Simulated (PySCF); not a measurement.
SiBr2Cl2, SMILES Cl[Si](Cl)(Br)Br. Atoms are numbered in the order given.

```xyz
5

Cl     0.0000    -1.6704    -1.6018
Si     0.0000     0.0000    -0.4105
Cl     0.0000     1.6704    -1.6018
Br     1.8106     0.0000     0.8601
Br    -1.8106     0.0000     0.8601
```
Charge 0, spin multiplicity 1.

Coordinates come from a B3LYP-D3(BJ)/def2-SVP optimisation.

Method: PBE/def2-TZVP (PySCF).

ESP charges are fitted to the potential on shells at 1.4 to 2.0 van der Waals radii. Atomic charges (e):

| atom | ESP fit | Mulliken | meta-Löwdin |
|---|---|---|---|
| Cl1 | 0.06 | -0.14 | ___ |
| Si2 | -0.24 | 0.53 | ___ |
| Cl3 | 0.06 | -0.14 | ___ |
| Br4 | 0.07 | -0.12 | ___ |
| Br5 | 0.07 | -0.12 | ___ |

**Question.** Complete the blanks. (The exact figures need the calculation; the answer reports its results.)

**Answer.** 
- Cl1, meta-Löwdin: -0.23
- Si2, meta-Löwdin: 0.83
- Cl3, meta-Löwdin: -0.23
- Br4, meta-Löwdin: -0.19
- Br5, meta-Löwdin: -0.19

Computed Mayer and Wiberg (Löwdin basis) orders of the bonds:
| bond | Mayer | Wiberg |
|---|---|---|
| Cl1–Si2 | 1.24 | 1.88 |
| Si2–Cl3 | 1.24 | 1.88 |
| Si2–Br4 | 1.22 | 1.82 |
| Si2–Br5 | 1.22 | 1.82 |
